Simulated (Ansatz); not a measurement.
Results of the Gaussian-basis code of Ansatz.

A structure relaxed at PBE0-D4/def2-TZVP, charge 0, multiplicity 1:

| atom | x (Å) | y (Å) | z (Å) |
| --- | --- | --- | --- |
| C1 | 0.4512 | 1.0153 | -1.0552 |
| Si2 | -0.6043 | 0.1735 | 0.2164 |
| N3 | 0.2201 | -0.7060 | 1.4443 |
| P4 | -0.7176 | -1.9731 | 0.5908 |
| H5 | 0.8029 | 1.9805 | -0.6806 |
| H6 | 1.3176 | 0.3953 | -1.2907 |
| H7 | -0.1153 | 1.1930 | -1.9723 |
| H8 | -1.7950 | 0.9698 | 0.6056 |
| H9 | 0.1246 | -0.6591 | 2.4461 |
| H10 | 0.3158 | -2.3892 | -0.3043 |

(1) Give its formula and SMILES.

(2) Summarise the bond lengths by kind.

Results:

(1) CH6NPSi, `C[SiH]1NP1`.

(2) 1 × C–Si 1.855 Å; 3 × C–H 1.091 to 1.093 Å; 1 × N–Si 1.721 Å; 1 × P–Si 2.182 Å; 1 × H–Si 1.484 Å; 1 × N–P 1.793 Å; 1 × H–N 1.007 Å; 1 × H–P 1.429 Å.
